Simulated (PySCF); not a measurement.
PySCF input (M06-2X/6-31G* with LANL2DZ past Ar (5d)):

```python
from pyscf import gto, dft

mol = gto.M(
    atom='''
    C     3.47416900   -0.09281200    0.09175300
    C     2.43103600   -0.91032300    0.01434100
    C     1.31988800   -0.76339100   -0.96685100
    Ge   -0.28660600   -0.01591200   -0.11710900
    Cl   -0.87177300   -1.18859800    1.59514300
    Cl   -1.94797800    0.01887600   -1.49296500
    Cl    0.05934700    2.00069300    0.55152600
    H     3.59133500    0.74631300   -0.58395600
    H     4.24608200   -0.23547900    0.83581200
    H     2.34050400   -1.73170600    0.71733200
    H     1.56717200   -0.07978000   -1.77945400
    H     1.00261700   -1.71750200   -1.39066600
    ''',
    basis={'default': '6-31g*', 'Ge': 'lanl2dz'},
    ecp={'Ge': 'lanl2dz'},
    charge=1,
    spin=1,
    verbose=4,
)

mf = dft.UKS(mol, xc='m062x')
mf.grids.level = 4
mf.conv_tol = 1e-9
mf.max_cycle = 100
mf.max_memory = 1500
mf.kernel()
if not mf.converged:
    mf = mf.newton()
    mf.kernel(mf.make_rdm1())
mo, _, stable, _ = mf.stability(return_status=True)
if not stable:
    mf.kernel(mf.make_rdm1(mo, mf.mo_occ))
    stable = mf.stability(return_status=True)[2]
mf.dip_moment()
```

Output:

```
PySCF version 2.14.0

[INPUT] verbose = 4
[INPUT] num. atoms = 12
[INPUT] num. electrons = 77
[INPUT] charge = 1
[INPUT] spin (= nelec alpha-beta = 2S) = 1
[INPUT] symmetry False subgroup None
[INPUT] Mole.unit = angstrom
[INPUT] Symbol           X                Y                Z      unit          X                Y                Z       unit  Magmom
[INPUT]  1 C      3.474169000000  -0.092812000000   0.091753000000 AA    6.565227920454  -0.175389261073   0.173388041107 Bohr   0.0
[INPUT]  2 C      2.431036000000  -0.910323000000   0.014341000000 AA    4.593992238958  -1.720261154892   0.027100562352 Bohr   0.0
[INPUT]  3 C      1.319888000000  -0.763391000000  -0.966851000000 AA    2.494226835100  -1.442599915958  -1.827083593262 Bohr   0.0
[INPUT]  4 Ge    -0.286606000000  -0.015912000000  -0.117109000000 AA   -0.541606845657  -0.030069322094  -0.221303936722 Bohr   0.0
[INPUT]  5 Cl    -0.871773000000  -1.188598000000   1.595143000000 AA   -1.647412212790  -2.246124692206   3.014383399517 Bohr   0.0
[INPUT]  6 Cl    -1.947978000000   0.018876000000  -1.492965000000 AA   -3.681144916678   0.035670470327  -2.821294963561 Bohr   0.0
[INPUT]  7 Cl     0.059347000000   2.000693000000   0.551526000000 AA    0.112149576315   3.780761829334   1.042233090577 Bohr   0.0
[INPUT]  8 H      3.591335000000   0.746313000000  -0.583956000000 AA    6.786639571565   1.410327173203  -1.103516908797 Bohr   0.0
[INPUT]  9 H      4.246082000000  -0.235479000000   0.835812000000 AA    8.023932082445  -0.444990818086   1.579455771625 Bohr   0.0
[INPUT] 10 H      2.340504000000  -1.731706000000   0.717332000000 AA    4.422911553449  -3.272450068266   1.355561020387 Bohr   0.0
[INPUT] 11 H      1.567172000000  -0.079780000000  -1.779454000000 AA    2.961525870087  -0.150762350218  -3.362680711262 Bohr   0.0
[INPUT] 12 H      1.002617000000  -1.717502000000  -1.390666000000 AA    1.894671537833  -3.245608398393  -2.627977870744 Bohr   0.0

nuclear repulsion = 417.735567489046
number of shells = 56
number of NR pGTOs = 266
number of NR cGTOs = 114
basis = {'default': '6-31g*', 'Ge': 'lanl2dz'}
ecp = {'Ge': 'lanl2dz'}

******** <class 'pyscf.dft.uks.UKS'> ********
method = UKS
initial guess = minao
damping factor = 0
level_shift factor = 0
DIIS = <class 'pyscf.scf.diis.CDIIS'>
diis_start_cycle = 1
diis_space = 8
diis_damp = 0
SCF conv_tol = 1e-09
SCF conv_tol_grad = None
SCF max_cycles = 100
direct_scf = True
direct_scf_tol = 1e-13
number electrons alpha = 39  beta = 38
XC library pyscf.dft.libxc version 7.1.2
    S. Lehtola, C. Steigemann, M. J. T. Oliveira, and M. A. L. Marques,  SoftwareX 7, 1–5 (2018)
XC functionals = m062x
    Y. Zhao and D. G. Truhlar,  Theor. Chem. Acc. 120, 215 (2008)
    Y. Zhao and D. G. Truhlar,  Theor. Chem. Acc. 120, 215 (2008)
radial grids:
    Treutler-Ahlrichs [JCP 102, 346 (1995); DOI:10.1063/1.469408] (M4) radial grids

becke partition: Becke, JCP 88, 2547 (1988); DOI:10.1063/1.454033
pruning grids: <function nwchem_prune>
grids dens level: 4
symmetrized grids: False
atomic radii adjust function: <function treutler_atomic_radii_adjust>
small_rho_cutoff = 0
Set gradient conv threshold to 3.16228e-05
tot grids = 280624
init E= -1489.67203265151
  alpha nocc = 39  HOMO = -0.251280101092224  LUMO = -0.0250613465752245
  beta  nocc = 38  HOMO = -0.350888652555174  LUMO = -0.251280101092224

WARN: HOMO -0.251280101092224 >= LUMO -0.251280101092224

cycle= 1 E= -1500.80143474377  delta_E= -11.1  |g|= 0.718  |ddm|= 2.48
  alpha nocc = 39  HOMO = -0.539777822110321  LUMO = -0.318883908040473
  beta  nocc = 38  HOMO = -0.539228902963919  LUMO = -0.501019870215409
  HOMO = -0.539228902964  LUMO = -0.501019870215  gap/eV = 1.03972
cycle= 2 E= -1500.72572568053  delta_E= 0.0757  |g|= 0.891  |ddm|= 2.79
  alpha nocc = 39  HOMO = -0.554458896696649  LUMO = -0.217592290190343
  beta  nocc = 38  HOMO = -0.553360956794114  LUMO = -0.420757844721688
  HOMO = -0.553360956794  LUMO = -0.420757844722  gap/eV = 3.60831
cycle= 3 E= -1501.23034852247  delta_E= -0.505  |g|= 0.0695  |ddm|= 1.53
  alpha nocc = 39  HOMO = -0.537393134847038  LUMO = -0.195230537057189
  beta  nocc = 38  HOMO = -0.536287629051987  LUMO = -0.407435405629268
  HOMO = -0.536287629052  LUMO = -0.407435405629  gap/eV = 3.50625
cycle= 4 E= -1501.23301607754  delta_E= -0.00267  |g|= 0.0557  |ddm|= 0.145
  alpha nocc = 39  HOMO = -0.537508475097178  LUMO = -0.193202131078611
  beta  nocc = 38  HOMO = -0.536412128448877  LUMO = -0.401048783368935
  HOMO = -0.536412128449  LUMO = -0.401048783369  gap/eV = 3.68342
cycle= 5 E= -1501.23490076919  delta_E= -0.00188  |g|= 0.00886  |ddm|= 0.0565
  alpha nocc = 39  HOMO = -0.538600059184454  LUMO = -0.193495319232653
  beta  nocc = 38  HOMO = -0.537526927385581  LUMO = -0.398839647756272
  HOMO = -0.537526927386  LUMO = -0.398839647756  gap/eV = 3.77387
cycle= 6 E= -1501.23524893249  delta_E= -0.000348  |g|= 0.00769  |ddm|= 0.0358
  alpha nocc = 39  HOMO = -0.53663189360154  LUMO = -0.193468922375949
  beta  nocc = 38  HOMO = -0.535616326139982  LUMO = -0.398383743981462
  HOMO = -0.53561632614  LUMO = -0.398383743981  gap/eV = 3.73429
cycle= 7 E= -1501.23539308897  delta_E= -0.000144  |g|= 0.00311  |ddm|= 0.0244
  alpha nocc = 39  HOMO = -0.53560691997527  LUMO = -0.192940291094299
  beta  nocc = 38  HOMO = -0.534670685423083  LUMO = -0.396915005134694
  HOMO = -0.534670685423  LUMO = -0.396915005135  gap/eV = 3.74852
cycle= 8 E= -1501.23545852269  delta_E= -6.54e-05  |g|= 0.00186  |ddm|= 0.0232
  alpha nocc = 39  HOMO = -0.535220995067933  LUMO = -0.193043131268031
  beta  nocc = 38  HOMO = -0.534328978321076  LUMO = -0.396946338390354
  HOMO = -0.534328978321  LUMO = -0.39694633839  gap/eV = 3.73837
cycle= 9 E= -1501.23546892923  delta_E= -1.04e-05  |g|= 0.000684  |ddm|= 0.00982
  alpha nocc = 39  HOMO = -0.535176101506308  LUMO = -0.193053683134181
  beta  nocc = 38  HOMO = -0.534302626651382  LUMO = -0.396957439961486
  HOMO = -0.534302626651  LUMO = -0.396957439961  gap/eV = 3.73735
cycle= 10 E= -1501.2354702134  delta_E= -1.28e-06  |g|= 0.000429  |ddm|= 0.00263
  alpha nocc = 39  HOMO = -0.535041569522734  LUMO = -0.19302322741871
  beta  nocc = 38  HOMO = -0.534180791357868  LUMO = -0.39690756548401
  HOMO = -0.534180791358  LUMO = -0.396907565484  gap/eV = 3.73539
cycle= 11 E= -1501.23547065659  delta_E= -4.43e-07  |g|= 0.000168  |ddm|= 0.00219
  alpha nocc = 39  HOMO = -0.535021874622094  LUMO = -0.193025344065415
  beta  nocc = 38  HOMO = -0.534164016535028  LUMO = -0.396904731707266
  HOMO = -0.534164016535  LUMO = -0.396904731707  gap/eV = 3.73502
cycle= 12 E= -1501.235470692  delta_E= -3.54e-08  |g|= 6.33e-05  |ddm|= 0.00062
  alpha nocc = 39  HOMO = -0.5350194754187  LUMO = -0.193033047346944
  beta  nocc = 38  HOMO = -0.534161204495297  LUMO = -0.396907699222822
  HOMO = -0.534161204495  LUMO = -0.396907699223  gap/eV = 3.73486
cycle= 13 E= -1501.23547069656  delta_E= -4.56e-09  |g|= 2.29e-05  |ddm|= 0.000149
  alpha nocc = 39  HOMO = -0.535020330384606  LUMO = -0.193031571838137
  beta  nocc = 38  HOMO = -0.534161764484209  LUMO = -0.396909404832417
  HOMO = -0.534161764484  LUMO = -0.396909404832  gap/eV = 3.73483
cycle= 14 E= -1501.23547069698  delta_E= -4.2e-10  |g|= 1.12e-05  |ddm|= 4.39e-05
  alpha nocc = 39  HOMO = -0.535020289727242  LUMO = -0.193032232447738
  beta  nocc = 38  HOMO = -0.534161485080059  LUMO = -0.396909145039178
  HOMO = -0.53416148508  LUMO = -0.396909145039  gap/eV = 3.73483
Extra cycle  E= -1501.23547069709  delta_E= -1.12e-10  |g|= 9.38e-06  |ddm|= 2.64e-05
converged SCF energy = -1501.23547069709  <S^2> = 0.75492128  2S+1 = 2.0049152
uhf_internal: lowest eigs of H = [0.11934894 0.12666211 0.13565942]
<class 'pyscf.dft.uks.UKS'> wavefunction is stable in the internal stability analysis

WARN: System has nonzero charge 1; the dipole moment is origin-dependent.
Location of origin: [0. 0. 0.]

Dipole moment(X, Y, Z, Debye): 11.29836, -2.65204, -1.57956
```

The dipole moment of an ion depends on the origin.

The geometry given is a B3LYP-D3(BJ)/def2-TZVP minimum of the species of charge 0 and multiplicity 1, not of this state.
